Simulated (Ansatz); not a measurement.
Reaction (cleavage of the Al–Si bond): `[CH3][Al]([Cl])[SiH](O)F` + HBr → `[CH3][Al]([Cl])[Br]` + `O[SiH2]F`

Computed with Ansatz on PBE0-D4/def2-TZVP structures; ΔE is electronic, products minus reactants. CCSD(T)/CBS is the MP2 limit (def2-TZVPP, def2-QZVPP) plus CCSD(T) − MP2 in def2-TZVPP, frozen cores. Functionals use def2-TZVPP. B3LYP here is the variant with VWN-RPA as its local correlation; programs differ in this. For Br outer-core shells are correlated without core-valence functions, which leaves a few kJ/mol of doubt a bond. Scalar relativity is left out up to krypton. One conformer a species, not always the lowest.

| level | ΔE (kJ/mol) | difference from CCSD(T)/CBS |
| --- | --- | --- |
| PBE-D4 | -159.6 | 25.8 |
| r2SCAN-D4 | -182.0 | 3.4 |
| PBE0-D4 | -170.9 | 14.5 |
| B3LYP-D4 | -175.7 | 9.7 |
| ωB97X-V | -178.9 | 6.5 |
| ωB97M-V | -186.0 | -0.6 |
| B2PLYP | -185.4 | 0.0 |
| PBE | -161.4 | 24.0 |
| r2SCAN | -183.0 | 2.4 |
| PBE0 | -172.8 | 12.6 |
| B3LYP | -178.3 | 7.1 |
| HF/def2-TZVPP | -204.6 | -19.2 |
| MP2/def2-TZVPP | -195.4 | -10.0 |
| SCS-MP2/def2-TZVPP | -192.7 | -7.3 |
| CCSD/def2-TZVPP | -184.8 | 0.6 |
| CCSD(T)/def2-TZVPP | -182.3 | 3.1 |
| HF/def2-QZVPP | -204.4 | -19.0 |
| MP2/def2-QZVPP | -197.1 | -11.7 |
| SCS-MP2/def2-QZVPP | -194.3 | -8.9 |
| HF/CBS(def2) | -204.4 | -19.0 |
| MP2/CBS(def2) | -198.4 | -13.0 |
| CCSD/CBS(def2) | -187.9 | -2.5 |
| CCSD(T)/CBS | -185.4 | 0 |

Largest T1 diagnostic among the species: 0.011.

In def2-TZVPP, CCSD(T) changes the Hartree–Fock value by +22.3 kJ/mol (the triples alone add +2.5 kJ/mol) and MP2 by +9.2 kJ/mol. From PBE to PBE0 (25 % exact exchange), in def2-TZVPP and without D4, ΔE moves by −11.4 kJ/mol.
